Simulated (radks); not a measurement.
Task: Radial electron density D(r) = 4 pi r^2 rho(r) of an atom or ion with 2 electrons. Calculated with a radial shooting solver on a logarithmic mesh with Libxc functionals: non-relativistic Kohn-Sham, BP86, spin-polarised, spherical densities, point nucleus.

```
   r/bohr * D(r) (the largest magnitude, 8.18, reaches the edge; | marks zero)
  0.01848 |       *
  0.02293 |          *
  0.02869 |               *
  0.03561 |                     *
   0.0442 |                            *
  0.05485 |                                   *
  0.06862 |                                            *
  0.08517 |                                                  *
   0.1057 |                                                      *
   0.1312 |                                                     *
   0.1641 |                                               *
   0.2037 |                                    *
   0.2528 |                        *
   0.3138 |              *
   0.3925 |       *
   0.4872 |   *
   0.6046 |  *
   0.7564 | *
   0.9388 |*
    1.165 *
    1.446 *
    1.809 *
    2.245 *
```

What is the nuclear charge?

Result: Z = 9. The innermost maximum, from 1s, lies near 1/Z = 0.111 bohr (found: 0.114), and its height grows with Z. The density is that of the fluorine ion F7+ in 1s1.75 2p0.25; the configuration itself is not fixed sharply by these data. D(r) has 1 maximum, at r = 0.114 bohr.
